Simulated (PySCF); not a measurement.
Compound: CH9N3O2Si3.
Atom-mapped SMILES: `[O:1]=[C:2]([OH:3])[SiH:4]1[NH:5][SiH2:6][NH:7][SiH2:8][NH:9]1` (hydrogens: H10 on O3; H11 on Si4; H12 on N5; H13, H14 on Si6; H15 on N7; H16, H17 on Si8; H18 on N9)

Cartesian coordinates in Å at the PBE0-D3(BJ)/def2-SVP level; atoms count from 1:
```
atom  x, y, z in Å
O1     2.4654   -1.3271   -1.8630
C2     2.3770   -0.8976   -0.7392
O3     3.4392   -0.4331   -0.0631
Si4    0.7044   -0.7932    0.2081
N5     0.6319    0.7477    1.0060
Si6   -0.8739    1.5496    1.3369
N7    -2.0806    0.5165    0.6212
Si8   -2.0720   -0.2836   -0.9293
N9    -0.4616   -0.9079   -1.0660
H10    4.2130   -0.5279   -0.6467
H11    0.6357   -1.9335    1.1677
H12    1.5158    1.2240    1.1618
H13   -0.8225    2.9379    0.7785
H14   -1.2216    1.6643    2.7881
H15   -2.9024    0.3495    1.1940
H16   -3.1586   -1.3108   -0.8733
H17   -2.3549    0.6050   -2.1005
H18   -0.0638   -1.1688   -1.9667
```

Level: PBE0/pcSseg-1 and wB97X-D/def2-SVPD in PySCF, non-relativistic, on one gas-phase PBE0-D3(BJ)/def2-SVP geometry that isn't relaxed in the solvent. The solvent is an IEF-PCM continuum (cavity from Bondi-type radii × 1.2). Specific hydrogen bonds and non-electrostatic terms are outside this model.

Gas phase at PBE0/pcSseg-1: HOMO -7.41 eV, LUMO -0.56 eV, dipole 1.45 D.

What does the continuum do to the energy, the frontier levels and the dipole at PBE0/pcSseg-1 in chloroform and acetonitrile?

```csv
solvent,ε,E(solvent) − E(gas) (kcal/mol),polarisation term (kcal/mol),distortion of the solute (kcal/mol),HOMO (eV),LUMO (eV),dipole (D)
chloroform,4.711,-5.62,-6.00,0.38,-7.34,-0.54,1.78
acetonitrile,35.69,-7.72,-8.43,0.71,-7.34,-0.54,1.90
```

Polarisation term: ½ Σ q·V over the induced surface charges. Distortion: the rise of the solute's own energy as its density leaves the gas-phase optimum. From chloroform to acetonitrile the lowering changes by a factor 1.37, Onsager's factor (ε − 1)/(2ε + 1) by 1.35 and ε itself by 7.6.

Which radius a makes the point-dipole formula ΔE = −[(ε − 1)/(2ε + 1)]·μ²/a³ give the value in acetonitrile, with the gas-phase dipole?

μ = 0.570 au and |ΔE| = 0.01230 Eh give a = 1.23 Å; the farthest nucleus lies 4.30 Å from the centroid of the nuclei, so such a sphere wouldn't even hold the nuclei. The formula assumes a rigid point dipole at the centre of a sphere.

Give the dipole vector in the frame of the coordinates (D, pointing from negative to positive charge), gas and acetonitrile.

Gas (0.38, 0.93, 1.05), solvent (0.56, 1.19, 1.38). Its length changes by +31 % and its direction by 2°.

Which IAO charges (PBE0/pcSseg-1) respond most in acetonitrile (means over atoms taken as equivalent)?

```csv
atoms,environment,gas (e),solvent (e),change
O1,acid carbonyl oxygen,-0.451,-0.482,-0.031
H10,acid proton,+0.361,+0.383,+0.022
H15,N–H hydrogen,+0.276,+0.291,+0.015
C2,carbonyl carbon,+0.276,+0.285,+0.009
H12/H18,N–H hydrogen,+0.280,+0.289,+0.009
H13/H17,Si–H hydrogen,-0.164,-0.170,-0.006
```

Which Mayer bond orders change most in acetonitrile?

```tsv
bond	length (Å)	gas	solvent	change
O1–C2	1.206	1.891	1.862	-0.029
C2–O3	1.342	1.109	1.134	+0.025
Si4–N5	1.737	0.971	0.985	+0.014
O3–H10	0.974	0.920	0.907	-0.013
N7–H15	1.015	0.923	0.912	-0.011
N7–Si8	1.745	0.928	0.939	+0.011
N5–H12	1.016	0.917	0.907	-0.010
C2–Si4	1.925	0.760	0.766	+0.006
```

Gas phase at wB97X-D/def2-SVPD: HOMO -9.32 eV, LUMO 1.05 eV, dipole 1.51 D.

What does the continuum do to the energy, the frontier levels and the dipole at wB97X-D/def2-SVPD in chloroform and acetonitrile?

```tsv
solvent	ε	E(solvent) − E(gas) (kcal/mol)	polarisation term (kcal/mol)	distortion of the solute (kcal/mol)	HOMO (eV)	LUMO (eV)	dipole (D)
chloroform	4.711	-5.63	-6.08	0.45	-9.24	1.07	1.88
acetonitrile	35.69	-7.75	-8.62	0.87	-9.23	1.06	2.03
```

The atom shares or the degeneracy of the HOMO differ from the gas phase in chloroform and acetonitrile, so that column needn't follow one orbital.

How does the static polarisability (wB97X-D/def2-SVPD, frozen core, with the continuum's full static response) change?

| medium | isotropic (au) | principal values (au) | ⟨r²⟩ of the electrons (bohr²) |
| --- | --- | --- | --- |
| gas | 112.0 | 93.9, 116.7, 125.5 | 2087.9 |
| chloroform | 137.6 | 119.2, 144.8, 148.9 | 2087.9 |
| acetonitrile | 150.0 | 134.1, 157.3, 158.6 | 2087.7 |

The isotropic value in acetonitrile is 1.34 times the gas-phase one; no cavity-field correction is applied. ⟨r²⟩ is taken about the centre of nuclear charge.

Hardware: an x86-64 server with one thread, on a shared host. Cost: 42 s of wall time. This is the whole shielding run at PBE0/pcSseg-1 in acetonitrile, SCF included.

wB97X-D is run here without its empirical dispersion term; that term would change no orbital, density or response property at a fixed geometry.
